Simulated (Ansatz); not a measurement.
One change: `[F][InH][SeH]` becomes `[Cl][InH][SeH]`.

Ansatz, PBE0-D4/def2-TZVP geometries, multiplicity 1. Each molecule was computed in one conformer, which needn't be the lowest.

Elements past krypton have def2 core potentials. Scalar relativity is left out up to krypton.

| property | `[F][InH][SeH]` |
| --- | --- |
| HOMO energy (PBE0/def2-TZVPP) / eV | -7.52 |
| LUMO energy (B3LYP/def2-TZVPP) / eV | -1.85 |
| HOMO energy (ωB97M-V/def2-TZVPP) / eV | -9.65 |
| HOMO–LUMO gap (PBE0/def2-TZVPP) / eV | 5.94 |
| HOMO–LUMO gap (PBE/def2-TZVPP) / eV | 4.10 |
| LUMO energy (PBE0/def2-TZVPP) / eV | -1.58 |

(1) Give the same properties after the change, and the shifts. (An estimate is asked.)

## Answers

(1) Ansatz gave: 
```
                             property  `[Cl][InH][SeH]`  shift
   HOMO energy (PBE0/def2-TZVPP) / eV             -7.52   0.00
  LUMO energy (B3LYP/def2-TZVPP) / eV             -1.97  -0.12
HOMO energy (ωB97M-V/def2-TZVPP) / eV             -9.64   0.01
 HOMO–LUMO gap (PBE0/def2-TZVPP) / eV              5.80  -0.14
  HOMO–LUMO gap (PBE/def2-TZVPP) / eV              4.01  -0.09
   LUMO energy (PBE0/def2-TZVPP) / eV             -1.72  -0.14
```

B3LYP here is the variant with VWN-RPA as its local correlation; programs differ in this.

Spin–orbit coupling is left out; it splits and shifts lone-pair levels of the heavy atoms by tenths of an eV.
